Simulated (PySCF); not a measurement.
## Electron correlation in Kr⁺ (krypton, charge +1)

[Ar] 3d10 4s2 4p5, 2P determinant. Calculation: PySCF 2.14, in x2c-SVPall; the spin-free X2C one-electron Hamiltonian (Gaussian nucleus). Frozen: [Ar] 3d10; 7 electrons correlated.

MP2 pair energies summed by pair of shells (mhartree):

| pair | energy | share (%) |
| --- | --- | --- |
| 4p-4p | -68.41 | 68.0 |
| 4s-4p | -26.40 | 26.3 |
| 4s-4s | -5.72 | 5.7 |

Total MP2 correlation energy: -100.53 mhartree.

Same-spin part -25.44 and opposite-spin part -75.09 mhartree; SCS-MP2 scales them by 1/3 and 6/5 to -98.59 mhartree.

```tsv
level	correlation energy (mhartree)
CCSD	-115.08
(T)	-1.27
CCSD(T)	-116.35
```

Diagnostics: T1 = 0.0046, D1 = 0.0165, largest double amplitude 0.050.

Cost of the coupled-cluster step: 0.11 s of wall time on 1 thread of Intel(R) Xeon(R) Platinum 8488C (shared host), for 7 correlated electrons.

Iterations:

```
CC2 = 0
CCSD nocc = (np.int64(4), np.int64(3)), nmo = (18, 18)
frozen orbitals [[0, 1, 2, 3, 4, 5, 6, 7, 8, 9, 10, 11, 12, 13], [0, 1, 2, 3, 4, 5, 6, 7, 8, 9, 10, 11, 12, 13]]
max_cycle = 100
direct = 0
conv_tol = 1e-08
conv_tol_normt = 1e-06
diis_space = 8
diis_start_cycle = 0
Init t2, MP2 energy = -0.100528412568381
Init E_corr(UCCSD) = -0.100528412577027
cycle = 1  E_corr(UCCSD) = -0.112344487507443  dE = -0.0118160749  norm(t1,t2) = 0.0285613
cycle = 2  E_corr(UCCSD) = -0.114317079086819  dE = -0.00197259158  norm(t1,t2) = 0.00838251
cycle = 3  E_corr(UCCSD) = -0.115093831140992  dE = -0.000776752054  norm(t1,t2) = 0.00303947
cycle = 4  E_corr(UCCSD) = -0.115075672561166  dE = 1.81585798e-05  norm(t1,t2) = 0.000242151
cycle = 5  E_corr(UCCSD) = -0.115077080652593  dE = -1.40809143e-06  norm(t1,t2) = 4.71448e-05
cycle = 6  E_corr(UCCSD) = -0.115077057965841  dE = 2.26867518e-08  norm(t1,t2) = 6.82541e-06
cycle = 7  E_corr(UCCSD) = -0.115077079836584  dE = -2.18707424e-08  norm(t1,t2) = 1.16606e-06
cycle = 8  E_corr(UCCSD) = -0.115077071953772  dE = 7.88281131e-09  norm(t1,t2) = 2.18534e-07
UCCSD converged
E(UCCSD) = -2787.318950315075  E_corr = -0.1150770719537725
UCCSD(T) correction = -0.00127105600924284
```
